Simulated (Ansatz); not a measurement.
Computed with Ansatz on PBE0-D4/def2-TZVP structures; ΔE is electronic, products minus reactants. CBS: MP2 limit from def2 TZ/QZ plus the TZ coupled-cluster correction, frozen cores. DFT in def2-TZVPP. def2 core potentials past Kr. For Sn outer-core shells are correlated without core-valence functions, which leaves a few kJ/mol of doubt a bond. One conformer a species, not always the lowest.

Reaction (redistribution): `[NH2][Al]([NH2])[NH2]` + `[SiH3][O][SnH3]` → `[NH2][Al]([NH2])[O][SiH3]` + `[NH2][SnH3]`

Task: Is it downhill or uphill in electronic energy at CCSD(T)/CBS, and by how much? (An estimate is asked.)

Result: The calculation gave: Downhill: ΔE = -33.8 kJ/mol.

Task: What do these levels give: revPBE-D4, BLYP-D4, BHLYP-D4, RPA@PBE/def2-TZVPP, CCSD/def2-SVP, CCSD/def2-TZVPP? (An estimate is asked.)

Result: The calculation gave: revPBE-D4 -34.5, BLYP-D4 -35.0, BHLYP-D4 -37.2, RPA@PBE/def2-TZVPP -38.3, CCSD/def2-SVP -39.3, CCSD/def2-TZVPP -39.4 kJ/mol.

Largest T1 diagnostic among the species: 0.013.

At CCSD(T), def2-SVP lies −5.3 kJ/mol from the extrapolated value and def2-TZVPP −5.0 kJ/mol. Leaving LDA and LC-ωPBE aside and taking each functional with its dispersion term where it has one, the values, not all of them listed here, spread over 3.7 kJ/mol, from PBE-QIDH to revPBE-D4.
